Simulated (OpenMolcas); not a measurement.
## Levels of Mg by method

```yaml
Program: OpenMolcas 26.06
Basis: ANO-RCC [9s8p6d2f2g]
Scalar_Hamiltonian: DKH2, point nucleus
Active_space: 2 electrons in 8 orbitals (3s 3p 4s 4p)
State_averaging: 2S+1 = 3 even, 3 roots; 2S+1 = 1 even, 1 root; 2S+1 = 3 odd, 3 roots; 2S+1 = 1 odd, 3 roots
Spin-orbit_coupling: state interaction with AMFI integrals over the reference wave functions, term energies averaged over their components
```

Methods on the same reference wave functions:
A. CASSCF
B. SS-CASPT2, IPEA 0.25 Eh, imaginary shift 0.1 Eh (closed shells correlated: 2s 2p)

Energies in cm⁻¹ above 3s² ¹S₀, the measured ground level; measured values from NIST Handbook of Basic Atomic Spectroscopic Data.

| Level | A | B | Measured |
| --- | --- | --- | --- |
| 3s² ¹S₀ | 0.0 | 0.0 | 0.0 |
| 3s 3p ³P°₀ | 21985 | 21850 | 21850 |
| 3s 3p ³P°₁ | 22000 | 21865 | 21870 |
| 3s 3p ³P°₂ | 22031 | 21896 | 21911 |
| 3s 3p ¹P°₁ | 39565 | 36342 | 35051 |

Deviations, from unrounded energies. A percentage is the sum of absolute deviations over the sum of measured energies, with the sign that they share, or ± where signs differ.

```json
{"Against measurement": "mean absolute deviation (cm-1)", "Levels": "4", "A": "1200", "B": "330"}
{"Against measurement": "other configurations (%)", "Levels": "4", "A": "+4.9", "B": "±1.3"}
```

B lies closest to measurement on these levels. The largest miss of B in the table is 3s 3p ¹P°₁, by +1300 cm-1. The ranking rests on the paired levels alone, and a cruder setting can come out closer through cancelling errors.

The lowest spin-free term lies below A's lowest term by 0.295 hartree in B.

Active for correlation alone: 4p 4s; no level in the range computed is led by a configuration that fills them, so any true level of that kind is missing. Without dynamic correlation excited terms often stand tens of per cent too high (terms of higher spin than the ground term too low), and those without a measured partner can miss by more than the paired ones (holds for A). Computed and measured levels are paired by configuration, term and J; levels that our copy of the source lacks, or whose pairing is in doubt (as where it misses far off the trend of its configuration), stay unpaired and out of the deviations. Only configurations of the active space appear. Levels that lie high or do not pair safely by name in every column are left out.

° marks odd parity.
